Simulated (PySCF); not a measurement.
# Field gradients at the hydrogen positions

C₆H₁₀ClFSi.
Z-matrix (Å and degrees, GFN2-xTB geometry), rows numbered from 1:
```
F 
C   1  1.3938
C   2  1.4960  1  110.47
C   3  1.3225  2  117.76  1  -134.01
C   4  1.5026  3  119.35  2    -0.26
C   5  1.5284  4  111.56  3   138.40
C   6  1.5170  5  112.39  4   170.03
Cl  7  1.7837  6  110.87  5    60.28
Si  5  1.9203  4  103.61  3    12.99
H   2  1.0969  1  104.50  3   118.75
H   3  1.0793  2  118.59  1    45.52
H   4  1.0810  3  122.30  2  -179.09
H   5  1.0971  4  107.85  3  -103.96
H   6  1.0950  5  109.82  4    50.79
H   6  1.0916  5  109.76  4   -67.55
H   7  1.0896  6  111.59  5   179.14
H   7  1.0901  6  111.26  5   -58.03
H   9  1.4607  2  111.35  1  -107.35
H   9  1.4586  2  106.82  1    20.14
```

Level: PBE0/pcSseg-1 (PySCF, non-relativistic); Q(2H) = 0.00286 b; rigid geometry, the same for H and D, with no vibrational averaging.

Question: Rank these positions by the coupling χzz of a deuteron there, largest first.
A. H10 (methine hydrogen)
B. H19 (Si–H hydrogen)
C. H11 (vinylic hydrogen)
D. H13 (methine hydrogen)

Answer: C (223 kHz), D (201 kHz), A (196 kHz), B (112 kHz).

Question: Tabulate Vzz, the asymmetry η and χzz = 234.96 MHz × Q × Vzz for every hydrogen position.

Answer: 
```
atom  bonded to  bond length (Å)  Vzz (au)     η  χzz (kHz)
 H10         C2            1.097    0.2923  0.09        196
 H11         C3            1.079    0.3312  0.05        223
 H12         C4            1.081    0.3280  0.05        220
 H13         C5            1.097    0.2998  0.05        201
 H14         C6            1.095    0.2980  0.03        200
 H15         C6            1.092    0.3000  0.02        202
 H16         C7            1.090    0.3009  0.06        202
 H17         C7            1.090    0.2989  0.05        201
 H18        Si9            1.461    0.1652  0.01        111
 H19        Si9            1.459    0.1666  0.03        112
```

Question: Average by the element that carries the hydrogen.

Answer: on C: 206 kHz over 8 positions, mean bond length 1.090 Å; on Si: 111 kHz over 2 positions, mean bond length 1.460 Å.

Question: How does χzz go with the bond length over the 8 C–H bonds?

Answer: A straight-line fit has a slope of -13.7 kHz for each 0.01 Å, with a correlation coefficient of -0.94, over lengths from 1.079 to 1.097 Å. The longer bonds have the smaller couplings here.

Question: Give the 2H NMR doublet splittings at H16 for a magnetic field along the z, y and x axes of the gradient: 3χ/2, 3χ(1 + η)/4, 3χ(1 − η)/4.

Answer: With |χ| = 202.2 kHz and η = 0.057: 303, 160 and 143 kHz, to first order and without motion.

Isolated species at its GFN2-xTB geometry (one conformer only). GFN2-xTB bond lengths can be off by several hundredths of an ångström, more for odd bonds, and the gradients follow them. These gradients aren't converged with respect to the basis.
